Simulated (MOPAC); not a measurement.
MOPAC input (AM1):

```
AM1 1SCF UHF MS=0.5 GEO-OK AUX(PRECISION=9) THREADS=1
CHO

C    -0.01841800 1   -0.01463800 1   -0.58537800 1
O     0.13896300 1    0.04111300 1    0.57449000 1
H    -1.00119300 1   -0.24108000 1   -1.08365300 1
```

From the output:

```
                                                       MOPAC v23.2.5 Linux

          FINAL HEAT OF FORMATION =          2.15419 KCAL/MOL =       9.01311 KJ/MOL

          COSMO AREA              =         59.10 SQUARE ANGSTROMS
          COSMO VOLUME            =         41.32 CUBIC ANGSTROMS

          IONIZATION POTENTIAL    =          9.499848 EV
          ALPHA SOMO LUMO (EV)    =         -9.500  0.840
          BETA  SOMO LUMO (EV)    =        -14.202  0.529
          NO. OF ALPHA ELECTRONS  =          6
          NO. OF BETA  ELECTRONS  =          5
          MOLECULAR WEIGHT        =         29.0183         POINT GROUP:  Cs

          MOLECULAR DIMENSIONS (Angstroms)

            Atom       Atom       Distance
            H     3    O     2     2.03200
            O     2    C     1     0.53509
            H     3    C     1     0.00000

          SCF CALCULATIONS        =          1

   ATOM   CHEMICAL          X               Y               Z
  NUMBER   SYMBOL      (ANGSTROMS)     (ANGSTROMS)     (ANGSTROMS)

     1       C         -0.01841800  *  -0.01463800  *  -0.58537800  *
     2       O          0.13896300  *   0.04111300  *   0.57449000  *
     3       H         -1.00119300  *  -0.24108000  *  -1.08365300  *

                             CARTESIAN COORDINATES

   1    C       -0.018418000    -0.014638000    -0.585378000
   2    O        0.138963000     0.041113000     0.574490000
   3    H       -1.001193000    -0.241080000    -1.083653000

           Empirical Formula: C H O  =     3 atoms

      MOLECULAR POINT GROUP   :   Cs

          ALPHA EIGENVALUES
 -40.91583 -23.98225 -17.67838 -15.76761 -15.54326  -9.49985   0.83977   3.10053
   5.60311

           BETA EIGENVALUES
 -40.27304 -22.91691 -16.60243 -15.56829 -14.20242   0.52867   1.34003   3.75062
   6.40506

              NET ATOMIC CHARGES AND DIPOLE CONTRIBUTIONS

  ATOM NO.   TYPE          CHARGE      No. of ELECS.   s-Pop       p-Pop
    1          C           0.061193        3.9388     1.47645     2.46236
    2          O          -0.182343        6.1823     1.89139     4.29095
    3          H           0.121150        0.8789     0.87885
 DIPOLE           X         Y         Z       TOTAL
 POINT-CHG.    -0.710    -0.181    -1.306     1.497
 HYBRID        -0.568    -0.122     0.224     0.623
 SUM           -1.278    -0.302    -1.082     1.701

          ATOMIC ORBITAL ELECTRON POPULATIONS

     Atom    s        px        py        pz
    1  C   1.47645   0.92451   0.62056   0.91729
    2  O   1.89139   1.65946   1.40742   1.22407
    3  H   0.87885

                    (SZ)    =    0.500000
                    (S**2)  =    0.753615

          ATOMIC ORBITAL SPIN POPULATIONS

    Atom   Total    s     px     py     pz
         Atomic
    1  C  0.5846  0.139  0.281  0.043  0.122
    2  O  0.2305  0.005  0.210 -0.021  0.038
    3  H  0.1849  0.185

 **********************
 *                    *
 * JOB ENDED NORMALLY *
 *                    *
 **********************

 == MOPAC DONE ==
```

The geometry given is a B3LYP-D3(BJ)/def2-TZVP minimum.
